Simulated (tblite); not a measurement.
Species: C7H11FSSi.
SMILES with atom numbers: `[CH3:1]/[CH:2]=[C:3]1/[SiH2:4][C@@H:5]([C:6]([CH3:7])=[S:8])[C@@H:9]1[F:10]` (hydrogens: H11, H12, H13 on C1; H14 on C2; H15, H16 on Si4; H17 on C5; H18, H19, H20 on C7; H21 on C9)

Geometry (GFN2-xTB, Å), atoms numbered from 1 in this order:
```
atom  x, y, z in Å
C1     3.4509    0.0942    0.6385
C2     2.5328    0.1266   -0.5333
C3     1.2057    0.1333   -0.4725
Si4   -0.2348    0.2173   -1.6762
C5    -1.0500    0.3323    0.1053
C6    -2.0827   -0.6674    0.3456
C7    -3.4968   -0.2363    0.1345
S8    -1.7332   -2.2161    0.7399
C9     0.3222    0.1151    0.7582
F10    0.6158    1.1152    1.6627
H11    2.9025    0.0595    1.5745
H12    4.1051   -0.7749    0.5714
H13    4.0823    0.9824    0.6352
H14    3.0128    0.1510   -1.5045
H15   -0.5956   -1.0015   -2.3904
H16   -0.4451    1.4277   -2.4671
H17   -1.4163    1.3393    0.3063
H18   -3.7882    0.4628    0.9200
H19   -4.1682   -1.0905    0.1622
H20   -3.5988    0.2780   -0.8214
H21    0.3706   -0.8310    1.3106
```

Computed values, GFN2-xTB/tblite, gas phase, harmonic and unscaled. This tight-binding method is rough: wavenumbers can miss measured ones by several per cent, in bad cases by 10 to 20. Modes of hydrogen on silicon can be 10 to 20 % off. One conformer, not necessarily the lowest.

Harmonic wavenumbers (cm⁻¹): 28.5, 47.0, 92.6, 97.9, 105.4, 149.2, 159.1, 182.0, 257.2, 292.5, 355.1, 388.5, 416.2, 444.5, 456.6, 464.3, 514.3, 564.9, 619.4, 680.0, 742.4, 778.1, 805.2, 834.8, 948.9, 978.5, 985.1, 1009.8, 1020.2, 1034.3, 1066.8, 1073.9, 1139.6, 1154.7, 1193.7, 1250.8, 1289.2, 1299.5, 1325.3, 1382.5, 1394.8, 1462.0, 1464.9, 1465.6, 1471.2, 1705.5, 2283.7, 2318.5, 2907.0, 2972.6, 2984.8, 2999.1, 3000.0, 3013.2, 3035.7, 3051.1, 3072.6.

A = 1555, B = 612.9, C = 567.0 MHz; mass 174.033 u (most abundant isotopes); point group C1, symmetry number 1.

Problem. What is the zero-point energy?

Solution. ½Σν̃ = 34115 cm⁻¹ = 408.11 kJ/mol.

Problem. What is S at 200 K and 1 bar for an ideal gas of classical rigid rotors and harmonic oscillators?

Solution. Translation 164.90, rotation 123.74, vibration 117.43: S = 406.1 J/(mol K).

Problem. And Cp and H(200 K) − H(0)?

Solution. Cp = 148.51 J/(mol K), of which vibrations give 115.25 (their classical limit is 57 R = 473.9); H(200 K) − H(0) = 18.86 kJ/mol without the zero-point energy, 12.21 from vibrations.

Problem. How do the functions run with temperature in this model?

Solution. 
| T (K) | S (J/(mol K)) | Cp (J/(mol K)) | H − H(0) (kJ/mol) | G − H(0) (kJ/mol) | ln q(vib) |
| --- | --- | --- | --- | --- | --- |
| 150 | 367.1 | 123.3 | 12.07 | -43.01 | 4.92 |
| 250 | 441.9 | 173.4 | 26.91 | -83.56 | 8.59 |
| 298.15 | 474.5 | 197.0 | 35.83 | -105.63 | 10.30 |
| 400 | 539.0 | 243.1 | 58.30 | -157.28 | 13.80 |
| 600 | 651.6 | 312.5 | 114.32 | -276.62 | 20.34 |
| 900 | 791.8 | 377.8 | 218.73 | -493.89 | 29.27 |

q(vib) and H(0) count from the zero-point level.

Problem. What must be added to the electronic energy to get the Gibbs energy at 200 K and 1 bar?

Solution. ZPE + [H(200 K) − H(0)] − T·S = 408.11 + 18.86 − 81.21 = 345.76 kJ/mol.

Hindered rotation and anharmonicity are outside this model. Other conformers, if any are populated, would add a mixing term that is left out. The structure is chiral; the term R ln 2 for an equal mix with its mirror image is left out.

The run took 1.2 s of wall time on an Arm Neoverse V1 with one thread, no GPU (shared host). The figure is for the frequency step alone.
